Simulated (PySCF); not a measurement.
[OsOCl4]2+ at several levels of theory

Computed with PySCF 2.14.0 (density fitting, no spin-orbit coupling) at the geometry relaxed with B3LYP:

```xyz
6
[OsOCl4]2+ (singlet)
Os    0.0080   -0.0859    0.1677
O    -0.2167    0.2161    1.8155
Cl   -0.1393    0.1881   -2.0757
Cl    2.1924   -0.1702    0.1643
Cl   -1.1348    1.9216    0.0706
Cl   -0.9580   -2.0511    0.1060
```

```tsv
level	basis	state	HOMO (eV)	gap (eV)	charge on Os1 (e)	dipole about the centre of mass (D)	largest force component (eV/Å)
B3LYP	Os def2-SVP with ECP60, O def2-SVP, Cl def2-SVP	singlet	-19.48	2.10	0.82	1.65	0.01
revPBE	the same	singlet	-18.30	0.73	0.75	1.63	1.16
B3LYP	Os def2-TZVP with ECP60, O def2-TZVP, Cl def2-TZVP	singlet	-19.25	2.15	1.12	1.74	0.55
B3LYP	Os x2c-SVPall, O x2c-SVPall, Cl x2c-SVPall	singlet	-19.54	2.03	0.31	1.76	0.74
```

Charges are Mulliken's, which hang on the basis. The relaxation used the grid (50, 194), these runs (75, 302) or, all-electron (x2c bases, spin-free X2C Hamiltonian), (99, 590).

(1) A further run in the first row's basis gives HOMO (eV) -18.34, gap (eV) 0.72, charge on Os1 (e) 0.71, dipole about the centre of mass (D) 1.66, largest force component (eV/Å) 0.96. Which level was it?
A. HF
B. wB97X
C. PBE

Small gap, closed shell not tested for a spin-broken solution: PBE, revPBE.

Answers

(1) C. The others give HOMO -22.23 eV (wB97X); -23.13 eV (HF).
